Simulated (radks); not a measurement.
Values are calculated unless marked as measured or tabulated.
Q: The table gives one normalised radial function P(r) = r R(r) of W in [Kr] 4d10 4f14 5s2 5p5.5 5d4 6s2 6p0.5 (r in bohr). Level of theory: scalar-relativistic Kohn-Sham, exchange-only LDA, spin-polarised, spherical densities, point nucleus; open shells are filled with parallel spins first (spin-orbit coupling, left out, can overturn this in heavy ions) (a radial shooting solver on a logarithmic mesh with Libxc functionals).

| r | P |
|---|---|
| 0.001533 | 0.0009 |
| 0.002129 | 0.0015 |
| 0.002955 | 0.0026 |
| 0.00407 | 0.0044 |
| 0.005649 | 0.0074 |
| 0.007842 | 0.0124 |
| 0.01089 | 0.0200 |
| 0.01511 | 0.0310 |
| 0.02081 | 0.0445 |
| 0.02889 | 0.0582 |
| 0.04011 | 0.0637 |
| 0.05568 | 0.0488 |
| 0.07729 | 0.0038 |
| 0.1064 | -0.0574 |
| 0.1478 | -0.0903 |
| 0.2051 | -0.0369 |
| 0.2847 | 0.0812 |
| 0.3921 | 0.1307 |
| 0.5443 | 0.0159 |
| 0.7556 | -0.1683 |
| 1.049 | -0.2151 |
| 1.456 | -0.0368 |
| 2.005 | 0.2473 |
| 2.784 | 0.4672 |
| 3.864 | 0.5069 |
| 5.364 | 0.3893 |
| 7.447 | 0.2171 |
| 10.26 | 0.0863 |
| 14.24 | 0.0214 |
| 19.76 | 0.0029 |

Which n and l does it have? It may be an empty orbital.

A: n = 6, l = 1: the number of nodes gives n - l - 1 = 4, the rise at small r (about r^(l+1), flatter next to the nucleus through relativity) gives l, and the extent must fit the shell. The curve is that of 6p up; the table hardly tells the two spins apart. 6p up: eigenvalue -1.723 eV, 4 radial nodes at r = 0.0789, 0.229, 0.560, 1.52 bohr, <r> = 4.48 bohr, 90 % of the charge inside 6.94 bohr.
